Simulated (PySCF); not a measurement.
Orbital energies and ionisation energy

Species: C2H10Al2O2.
Z-matrix (Å and degrees, PBE0-D3(BJ)/def2-SVP geometry), rows numbered from 1:
```
C 
O   1  1.4099
Al  2  1.8640  1  129.96
O   3  1.8636  2   80.19  1   173.45
C   4  1.4099  3  130.66  2   176.78
Al  2  1.8642  1  129.95  3   172.81
H   1  1.1012  2  110.24  3   -28.39
H   1  1.1011  2  110.24  3  -147.45
H   1  1.1017  2  110.72  3    92.10
H   3  1.5914  2  110.68  1    61.94
H   3  1.5910  2  113.48  1   -77.91
H   5  1.1017  4  110.41  3  -128.15
H   5  1.1017  4  110.59  3   111.13
H   5  1.1005  4  110.24  3    -8.83
H   6  1.5913  2  110.80  1   -62.13
H   6  1.5910  2  113.38  1    78.01
```

Level: PBE0/def2-SVPD (PySCF). Frontier orbitals with their largest atomic shares (Löwdin; up to four atoms above 4 %):

| orbital | ε (eV) | main atoms |
| --- | --- | --- |
| HOMO−3 | -9.01 | O2 29 %, O4 29 %, C1 8 %, C5 8 % |
| HOMO−2 | -9.01 | O2 17 %, O4 17 %, Al6 12 %, Al3 12 % |
| HOMO−1 | -7.99 | Al6 21 %, Al3 19 %, H16 15 %, H15 15 % |
| HOMO | -7.58 | ? |
| LUMO | -0.50 | Al3 17 %, Al6 17 %, O4 8 %, O2 8 % |
| LUMO+1 | 0.31 | Al6 27 %, Al3 27 %, C1 6 %, C5 6 % |
| LUMO+2 | 0.56 | Al6 26 %, Al3 26 %, O4 6 %, O2 6 % |

Task: What vertical ionisation energy does ΔSCF give, and how far is −ε(HOMO) from it?

Result: ΔSCF: 9.35 eV (902 kJ/mol; threshold wavelength 133 nm); ⟨S²⟩ of the doublet left behind is 0.759, against 0.75 for a pure doublet. −ε(HOMO) is 7.58 eV, 1.77 eV below it. In exact Kohn–Sham theory the two would be equal; PBE0 (global hybrid, 25 % exact exchange) falls short of its own ΔSCF value by 19 %.

Task: On which atoms does the HOMO lie?

Result: Al3 (aluminium bonded to 2 O and 2 H) 16 %, Al6 (aluminium bonded to 2 O and 2 H) 14 %, H11 (Al–H hydrogen) 14 %, H10 (Al–H hydrogen) 13 %, so no atom holds as much as 40 %. The HOMO−1 lies 0.41 eV lower.

Task: How many of the 10 lowest singlet excitations (vertical TDDFT, same level) lie below the ionisation energy?

Result: All 10; they run from 5.88 to 7.50 eV.

Task: What total energies stand behind the ΔSCF value?

Result: E(N) = -716.85844 Eh and E(N − 1) = -716.51491 Eh at the same geometry, 0.34353 Eh apart.

Isolated species at its PBE0-D3(BJ)/def2-SVP geometry, gas phase.
